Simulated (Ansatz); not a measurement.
`[Cl][Zr]([Cl])([Cl])[SeH]` + HBr → `[Cl][Zr]([Cl])([Cl])[Br]` + H₂Se at 600 K and 1 bar (ligand exchange at a Zr–Se bond).

Computed with Ansatz on PBE0-D4/def2-TZVP structures; ΔE is electronic, products minus reactants. CCSD(T)/CBS adds triple-zeta CCSD(T) − MP2 to the extrapolated MP2 energy (def2 sets, frozen cores). def2 core potentials past Kr. For Br, Se, Zr outer-core shells are correlated without core-valence functions, which leaves a few kJ/mol of doubt a bond. Scalar relativity is left out up to krypton. One conformer a species, not always the lowest.

```csv
species,CCSD(T)/CBS energy (Eh),H − E (kJ/mol),S (J/(mol·K))
`[Cl][Zr]([Cl])([Cl])[SeH]`,-3827.90886,91.2,505.3
HBr,-2573.91920,33.5,219.1
`[Cl][Zr]([Cl])([Cl])[Br]`,-3999.95269,66.4,463.6
H₂Se,-2401.89790,57.0,244.8
```

H − E and S are ideal-gas, rigid-rotor, harmonic terms from PBE0-D4/def2-TZVP, for one conformer and one mirror image of each species. 1 Eh = 2625.50 kJ/mol, R = 8.31446 J/(mol·K).

**Question.** By hand: ΔE, ΔH, ΔS and ΔG.

**Answer.** ΔE = (-3999.95269) + (-2401.89790) − (-3827.90886) − (-2573.91920) = -0.02253 Eh = -59.2 kJ/mol. Δ(H − E) = 66.4 + 57.0 − 91.2 − 33.5 = -1.3, so ΔH = -60.5 kJ/mol. ΔS = 463.6 + 244.8 − 505.3 − 219.1 = -16.0 J/(mol·K). ΔG = -60.5 − 600 × (-16.0)/1000 = -50.9 kJ/mol.

**Question.** By hand: the equilibrium constant, and the temperature at which ΔG would vanish if ΔH and ΔS stayed fixed.

**Answer.** log₁₀ K = −ΔG/(RT ln 10) = 4.4. ΔG = 0 at ΔH/ΔS = 3781 K, far beyond where these terms or the molecules hold.

ΔH outweighs TΔS. A doubt of 5 kJ/mol in ΔE shifts log₁₀ K by 0.4 here. Other conformers and mirror images would add mixing entropy, several J/(mol·K) or more a flexible species. These are equilibria of isolated gas molecules and say nothing of rates. Largest T1 diagnostic: 0.015 (customary marks: 0.02 for closed shells, 0.045 for open ones).
